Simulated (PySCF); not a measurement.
A side-by-side comparison of computed properties.

First species: C5H12N (charge +1).
SMILES: `CC(C)=[N+](C)C`

Second species: SiEt2I2, C₄H₁₀I₂Si.
InChI=1S/C4H10I2Si/c1-3-7(5,6)4-2/h3-4H2,1-2H3

Levels: B3LYP/def2-SVPD for HOMO energy, LUMO energy, HOMO–LUMO gap and static isotropic polarisability; TDDFT B3LYP/def2-SVPD for lowest singlet excitation; TDA B3LYP/def2-SVPD for lowest triplet excitation (Tamm–Dancoff). Geometries: PBE0-D3(BJ)/def2-SVP. All species are isolated and taken at one optimised geometry (atoms past krypton carry core potentials, spin–orbit coupling is left out); the electronic structure was computed with PySCF and density fitting.

Values for the first species:

- HOMO energy: -13.50 eV
- LUMO energy: -6.44 eV
- HOMO–LUMO gap: 7.06 eV
- Lowest singlet excitation: 6.83 eV
- Lowest triplet excitation (Tamm–Dancoff): 4.62 eV
- Static isotropic polarisability: 65.9 au

(1) Estimate the same properties for the second species, and the change in each.

## Answers

(1) 
```csv
property,first,second,second less first
HOMO energy,-13.50 eV,-7.08 eV,+6.42 eV
LUMO energy,-6.44 eV,-1.22 eV,+5.22 eV
HOMO–LUMO gap,7.06 eV,5.86 eV,-1.20 eV
lowest singlet excitation,6.83 eV,5.02 eV,-1.81 eV
lowest triplet excitation (Tamm–Dancoff),4.62 eV,4.54 eV,-0.08 eV
static isotropic polarisability,65.9 au,147.3 au,+81.4 au
```

On the first: The polarisability is 9.77 Å³ as a volume (1 au = 0.148185 Å³), or 1.37 au for each of the 48 electrons. S1 lies 0.23 eV below the HOMO–LUMO gap; its leading configuration is HOMO→LUMO, weight 0.96.

On the second: In wavenumbers S1 is 40500 cm⁻¹ (1 eV = 8065.54 cm⁻¹). S1 lies 0.84 eV below the HOMO–LUMO gap; its leading configuration is HOMO→LUMO, weight 0.96. Atoms past krypton carry effective core potentials; spin–orbit coupling is left out.
